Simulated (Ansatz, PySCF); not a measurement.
Sn(Cl)(OH)3 (ClH₃O₃Sn), SMILES [Sn]([OH])([OH])([Cl])[OH]. Atoms are numbered in the order given.

```xyz
8

O     -0.6651    -1.5554    -1.3392
Sn     0.2977    -0.2985    -0.1865
O      1.2115    -1.2938     1.2314
O      1.6258     0.6676    -1.2536
Cl    -1.2122     1.2198     0.7601
H     -1.1816    -1.0974    -2.0144
H      0.5853    -1.7384     1.8166
H      2.0859     1.3367    -0.7311
```

Geometry optimised at PBE0-D3(BJ)/def2-SVP. The def2 effective core potentials stand for the cores of Sn; spin–orbit coupling is left out. Other conformers were not sampled.

Two levels are set side by side: PBE-D3(BJ)/def2-SVP (Ansatz, a program for electronic structure) and PBE0-D3(BJ)/def2-SVP (Ansatz). Each level has its own optimised geometry; the coordinates shown are those of the second. Frequencies come from the Hessian of PySCF at each geometry. Differences are taken from unrounded values.

| quantity | PBE0-D3(BJ) |
|---|---|
| mean bond length (Å) | 1.588 |
| bond O1–Sn2 (Å) | 1.959 |
| bond Sn2–O3 (Å) | 1.959 |
| bond Sn2–O4 (Å) | 1.959 |
| bond Sn2–Cl5 (Å) | 2.341 |
| bond O1–H6 (Å) | 0.966 |
| bond O3–H7 (Å) | 0.966 |
| bond O4–H8 (Å) | 0.966 |
| highest harmonic wavenumber (cm⁻¹) | 3884 |
| mean harmonic wavenumber (cm⁻¹) | 984 |
| zero-point energy (kcal/mol) | 25.33 |

**Question.** What does PBE-D3(BJ) give, and how far is it from PBE0-D3(BJ)? (The exact figures need the calculation; the answer reports its results.)

**Answer.** 
```json
[
 {"quantity": "mean bond length (Å)", "PBE-D3(BJ)": "1.611", "PBE-D3(BJ) minus PBE0-D3(BJ)": "0.023"},
 {"quantity": "bond O1–Sn2 (Å)", "PBE-D3(BJ)": "1.989", "PBE-D3(BJ) minus PBE0-D3(BJ)": "0.031"},
 {"quantity": "bond Sn2–O3 (Å)", "PBE-D3(BJ)": "1.990", "PBE-D3(BJ) minus PBE0-D3(BJ)": "0.031"},
 {"quantity": "bond Sn2–O4 (Å)", "PBE-D3(BJ)": "1.990", "PBE-D3(BJ) minus PBE0-D3(BJ)": "0.031"},
 {"quantity": "bond Sn2–Cl5 (Å)", "PBE-D3(BJ)": "2.372", "PBE-D3(BJ) minus PBE0-D3(BJ)": "0.030"},
 {"quantity": "bond O1–H6 (Å)", "PBE-D3(BJ)": "0.979", "PBE-D3(BJ) minus PBE0-D3(BJ)": "0.013"},
 {"quantity": "bond O3–H7 (Å)", "PBE-D3(BJ)": "0.979", "PBE-D3(BJ) minus PBE0-D3(BJ)": "0.013"},
 {"quantity": "bond O4–H8 (Å)", "PBE-D3(BJ)": "0.979", "PBE-D3(BJ) minus PBE0-D3(BJ)": "0.013"},
 {"quantity": "highest harmonic wavenumber (cm⁻¹)", "PBE-D3(BJ)": "3696", "PBE-D3(BJ) minus PBE0-D3(BJ)": "-188"},
 {"quantity": "mean harmonic wavenumber (cm⁻¹)", "PBE-D3(BJ)": "944", "PBE-D3(BJ) minus PBE0-D3(BJ)": "-41"},
 {"quantity": "zero-point energy (kcal/mol)", "PBE-D3(BJ)": "24.28", "PBE-D3(BJ) minus PBE0-D3(BJ)": "-1.04"}
]
```

GGA bonds tend to be longer and softer than those of functionals with exact exchange. Differences between two approximate levels are no errors against the true value.
